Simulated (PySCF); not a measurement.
# State search for Sc₂

Unrestricted PBE0; basis Sc def2-TZVPP; no relativity; PySCF 2.14. Outer shells of the fragments: Sc 3d1 4s2; Sc 3d1 4s2.

Followed along the bond (rough minima from three points):

```csv
2Ms+1,unpaired,⟨S²⟩ at the start,R at minimum (Å),Te (eV)
5,"σ ↑↑, π ↑↑",6.01,2.58,0.00
3,π ↑↑,3.10,2.58,0.04
1,"σ ↓↓, π ↑↑",2.09,2.70,0.18
5,"σ ↑↑, π ↑, δ ↑",6.01,3.04,0.33
1,"σ ↓, π ↑",1.10,2.54,0.39
5,"σ ↑, π ↑↑, δ ↑",6.07,2.36,0.40
```

Solutions found at the starting distance of 2.640 Å, counted from the lowest of them; the search is not exhaustive and high or unbound solutions are not listed, so other states can lie among these:

```csv
2Ms+1,unpaired,term,E (eV),⟨S²⟩,⟨Lz²⟩
5,"σ ↑↑, π ↑↑",⁵Σ⁻,0.00,6.01,0.00
3,π ↑↑,mixed,0.04,3.10,0.00
1,"σ ↓↓, π ↑↑",mixed,0.18,2.09,0.00
1,"σ ↓, π ↑",mixed,0.42,1.10,1.02
5,"σ ↑, π ↑↑, δ ↑",⁵Δ,0.62,6.07,4.00
5,"σ ↑↑, π ↑, δ ↑",mixed,0.66,6.01,4.85
1,"σ ↓, π ↑",mixed,0.69,1.82,2.80
5,"σ ↑↑, π ↑, δ ↑",mixed,0.70,6.01,4.95
1,none,mixed,0.73,1.21,0.00
3,"σ ↑, π ↑",mixed,0.76,2.80,3.23
1,"σ ↓, π ↑↑, δ ↓",mixed,0.77,2.15,4.00
3,"σ ↑, π ↑",mixed,0.87,2.12,1.47
1,"σ ↓↓, π ↑, δ ↑",mixed,0.87,2.08,5.48
3,"σ ↓, π ↑↑, δ ↑",mixed,1.06,3.05,4.00
```

A term symbol is given only where ⟨S²⟩ and ⟨Lz²⟩ are close to those of a pure state; real π, δ and φ orbitals otherwise mix terms, and g/u labels are left off.

The state is the lowest single determinant that the PBE0 search found; with open d or f shells the true ground state can be another one.
